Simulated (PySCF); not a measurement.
Input file for PySCF: D3(BJ) and D4 dispersion corrections on GaH4NO2 (SMILES [NH2][Ga]([OH])[OH]), a point of a torsion scan.

```python
from pyscf import gto
from pyscf.dispersion import dftd3, dftd4

mol = gto.M(
    atom='''
    N     1.67469284    0.05392928   -0.02681904
    Ga   -0.15610818   -0.00884642   -0.06816075
    O    -1.08018347    1.44511425   -0.31282267
    O    -0.89897866   -1.58598349   -0.13254609
    H     2.10358231   -0.77861402    0.36204020
    H     2.07750847    0.87640613    0.40897462
    H    -1.82442401    1.76016392    0.19406195
    H    -1.81098209   -1.70863398   -0.39173402
    ''',
    basis='def2-svp',
    charge=0, spin=0, verbose=0, max_memory=1800)
d3, d4 = {}, {}
for xc in ['hf', 'pbe', 'blyp', 'revpbe', 'tpss', 'r2scan', 'b3lyp', 'pbe0', 'bhlyp', 'camb3lyp', 'b2plyp']:
    d3[xc] = float(dftd3.DFTD3Dispersion(mol, xc=xc, version='d3bj', atm=False).get_dispersion()['energy'])
    print(f'D3(BJ) {xc:10s} {d3[xc]:14.8f} Eh')
for xc in ['hf', 'pbe', 'blyp', 'revpbe', 'tpss', 'r2scan', 'b3lyp', 'pbe0', 'bhlyp', 'camb3lyp', 'b2plyp']:
    d4[xc] = float(dftd4.DFTD4Dispersion(mol, xc={'camb3lyp': 'cam-b3lyp'}.get(xc, xc), atm=True).get_dispersion()['energy'])
    print(f'D4     {xc:10s} {d4[xc]:14.8f} Eh')
```

Program output:

```
D3(BJ) hf            -0.03552870 Eh
D3(BJ) pbe           -0.00402894 Eh
D3(BJ) blyp          -0.00886282 Eh
D3(BJ) revpbe        -0.00983591 Eh
D3(BJ) tpss          -0.00514644 Eh
D3(BJ) r2scan        -0.00112803 Eh
D3(BJ) b3lyp         -0.00733479 Eh
D3(BJ) pbe0          -0.00357280 Eh
D3(BJ) bhlyp         -0.00609082 Eh
D3(BJ) camb3lyp      -0.00337164 Eh
D3(BJ) b2plyp        -0.00358297 Eh
D4     hf            -0.01660814 Eh
D4     pbe           -0.00483351 Eh
D4     blyp          -0.01053367 Eh
D4     revpbe        -0.01380763 Eh
D4     tpss          -0.00649042 Eh
D4     r2scan        -0.00114435 Eh
D4     b3lyp         -0.00782727 Eh
D4     pbe0          -0.00407481 Eh
D4     bhlyp         -0.00624537 Eh
D4     camb3lyp      -0.00414935 Eh
D4     b2plyp        -0.00334640 Eh
```

The run finished.

Cost: very roughly 0.03 core-seconds.
